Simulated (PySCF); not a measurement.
A parent and its derivatives

Method: TDDFT wB97X-D/def2-SVPD, vertical, gas phase, core orbitals frozen in the response in PySCF. Geometries: GFN2-xTB; one conformer of each isolated species. Triplets are in the Tamm–Dancoff approximation.

Parent: `CPCC(C)C`, with lowest singlet excitation energy 6.46 eV, S1–T1 gap 0.91 eV, lowest triplet energy 5.55 eV, LUMO energy 2.21 eV. Its spectrum: 192 nm (f 0.057); 184 nm (f 0.124); 165 nm (f 0.137); 157 nm (f 0.016); 152 nm (f 0.081).

Shifts from the parent:

| change | SMILES | Δ S1 (eV) | Δ S1−T1 (eV) | Δ T1 (eV) | Δ LUMO (eV) |
| --- | --- | --- | --- | --- | --- |
| iBu replaced by allyl | C=CCPC | -0.02 | +1.06 | -1.08 | -0.33 |
| iBu replaced by nBu | CCCCPC | +0.01 | -0.01 | +0.02 | 0.00 |

**Question.** Predict the same shifts for this change: iBu replaced by 4-pyridyl (`CPc1ccncc1`).

**Answer.** Δ lowest singlet excitation energy -1.52 eV, Δ S1–T1 gap -0.20 eV, Δ lowest triplet energy -1.32 eV, Δ LUMO energy -1.50 eV. Spectrum: 251 nm (f 0.011); 237 nm (f 0.001); 227 nm (f 0.029); 221 nm (f 0.193); 199 nm (f 0.028). S1 falls most with iBu replaced by 4-pyridyl (-1.52 eV), and none raises it by more than 0.03 eV. S1 is simply the lowest singlet of each species and needn't be the same kind of state throughout.

Lowest levels of each derivative:
- `CPc1ccncc1`: 4.94 eV (f 0.011); 5.23 eV (f 0.001); 5.47 eV (f 0.029)
- `C=CCPC`: 6.44 eV (f 0.310); 6.64 eV (f 0.050); 6.74 eV (f 0.091)
- `CCCCPC`: 6.47 eV (f 0.050); 6.66 eV (f 0.112); 7.58 eV (f 0.166)
